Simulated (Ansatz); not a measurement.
`O[SiH](O)O[SiH3]`, relaxed with RKS PBE-D4/def2-SVP in the Gaussian-basis code of Ansatz from a rough embedded geometry. The force threshold is 0.03 eV/Å; the program also tests the step.

Charge 0, multiplicity 1.

Start:

```xyz
11

O     1.012   -0.086   -2.169
Si    0.196   -0.564   -0.892
O     1.101   -1.742   -0.210
O    -0.055    0.669    0.178
Si   -0.838    1.057    1.535
H     1.555    0.746   -2.070
H    -1.138   -1.116   -1.297
H     1.453   -2.376   -0.823
H    -2.300    0.878    1.228
H    -0.550    2.420    1.916
H    -0.436    0.115    2.604
```

Problem. By how much does the energy fall, and how many steps does the optimiser take? (An estimate is asked.)

Solution. Ansatz gave: 8.85 kcal/mol, in 16 steps, 3 of them rejected.

Problem. Which bonds change most? (Estimate.)

Solution. The calculation gave: O1–Si2 from 1.588 to 1.666 Å; O4–Si5 from 1.614 to 1.678 Å; Si5–H10 from 1.445 to 1.502 Å; Si2–O3 from 1.635 to 1.673 Å.

Problem. Give the relaxed structure. (An estimate is asked.)

Solution. Computed: 
```xyz
11

O     1.085    0.075   -2.269
Si    0.131   -0.527   -1.043
O     0.922   -1.622   -0.055
O    -0.318    0.702   -0.020
Si   -0.840    0.993    1.548
H     1.819    0.644   -1.974
H    -1.042   -1.128   -1.743
H     1.245   -2.428   -0.495
H    -2.305    0.665    1.676
H    -0.636    2.454    1.832
H    -0.062    0.173    2.543
```
